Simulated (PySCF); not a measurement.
PBE0 on C⁻ (carbon, charge -1), [He] 2s2 2p3, high-spin 4S determinant. Calculation: PySCF 2.14, in aug-cc-pVTZ with one added diffuse shell each of s, p, d, f type (6s5p4d3f, 62 functions); the non-relativistic Hamiltonian (point nucleus).

```
cycle= 1 E= -37.857102327901  delta_E= -0.00372  |g|= 0.0168  |ddm|= 0.194
cycle= 2 E= -37.8569844478203  delta_E= 0.000118  |g|= 0.0209  |ddm|= 0.0804
cycle= 3 E= -37.8573629108568  delta_E= -0.000378  |g|= 0.00264  |ddm|= 0.0536
cycle= 4 E= -37.8573704098267  delta_E= -7.5e-06  |g|= 0.000134  |ddm|= 0.00915
cycle= 5 E= -37.8573704523646  delta_E= -4.25e-08  |g|= 2.49e-05  |ddm|= 0.00133
cycle= 6 E= -37.8573704529823  delta_E= -6.18e-10  |g|= 5.04e-06  |ddm|= 8.6e-05
converged SCF energy = -37.8573704529823  <S^2> = 3.7526014  2S+1 = 4.0013005
```

Highest occupied orbital energy: 0.779 eV; ⟨L²⟩ = 0.00; populations by l: s 4.00, p 3.00, d 0.00, f 0.00.

Question: Can this result be used?

Answer: With care. The run converged. At PBE0 the highest occupied level has a positive energy, so only the finite basis holds that electron; in a semilocal or global hybrid functional this comes from self-interaction and does not mean that the real anion is unbound.
